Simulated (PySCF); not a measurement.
Single point on KH

State: ¹Σ⁺ (singlet), closed shell.

An equivalent input (the run itself took its basis sets from the Basis Set Exchange, started from a PBE0 density and held the occupation σ 6α 6β, πx 2α 2β, πy 2α 2β):

```python
from pyscf import gto, scf, cc
mol = gto.M(atom='K 0 0 0; H 0 0 2.276', basis={'K': 'def2-SVP', 'H': 'def2-SVP'},
            charge=0, spin=0, verbose=4, symmetry='C2v')
mf = scf.RHF(mol)
mf.irrep_nelec = {'A1': 12, 'B1': 4, 'B2': 4}
mf.conv_tol = 1e-9
mf.max_cycle = 60
mf.diis_space = 10
mf.kernel()
mycc = cc.CCSD(mf, frozen=[0, 1, 2, 3, 4])
mycc.run(conv_tol=1e-7, conv_tol_normt=1e-5, max_cycle=80, diis_space=8)
et = mycc.ccsd_t()
```

The SCF ended at -599.60505413 hartree. The coupled-cluster part of the log:

```
******** <class 'pyscf.cc.ccsd.CCSD'> ********
CC2 = 0
CCSD nocc = 5, nmo = 24
frozen orbitals [0, 1, 2, 3, 4]
max_cycle = 80
direct = 0
conv_tol = 1e-07
conv_tol_normt = 1e-05
diis_space = 8
diis_start_cycle = 0
diis_start_energy_diff = 1e+09
Init t2, MP2 energy = -599.668958748773  E_corr(MP2) -0.0639046144273681
Init E_corr(CCSD) = -0.0639046144274048
cycle = 1  E_corr(CCSD) = -0.0721787560815413  dE = -0.00827414165  norm(t1,t2) = 0.0337609
cycle = 2  E_corr(CCSD) = -0.074276100466771  dE = -0.00209734439  norm(t1,t2) = 0.0187775
cycle = 3  E_corr(CCSD) = -0.0755637259274157  dE = -0.00128762546  norm(t1,t2) = 0.0125953
cycle = 4  E_corr(CCSD) = -0.0762580621025225  dE = -0.000694336175  norm(t1,t2) = 0.00738814
cycle = 5  E_corr(CCSD) = -0.0760659903992409  dE = 0.000192071703  norm(t1,t2) = 0.00267909
cycle = 6  E_corr(CCSD) = -0.0760754952979757  dE = -9.50489873e-06  norm(t1,t2) = 0.000820971
cycle = 7  E_corr(CCSD) = -0.0760858528285566  dE = -1.03575306e-05  norm(t1,t2) = 0.000395651
cycle = 8  E_corr(CCSD) = -0.0760843253260015  dE = 1.52750256e-06  norm(t1,t2) = 9.05993e-05
cycle = 9  E_corr(CCSD) = -0.0760844716689408  dE = -1.46342939e-07  norm(t1,t2) = 2.76258e-05
cycle = 10  E_corr(CCSD) = -0.0760844646512063  dE = 7.01773448e-09  norm(t1,t2) = 7.94112e-06
CCSD converged
E(CCSD) = -599.6811385989964  E_corr = -0.07608446465120633
CCSD(T) correction = -0.00055533853783835
```

T1 diagnostic 0.021, D1 0.067, 10 electrons correlated.

Repeating this along the bond gives Re = 2.308 Å and ωe = 915 cm⁻¹.

A point of this curve took 0.25 CPU seconds beside 0.028 for the integrals (shared host).

Correlated steps freeze 5 core orbitals. The CCSD T1 diagnostic is raised, a sign that a single reference may not be enough here.
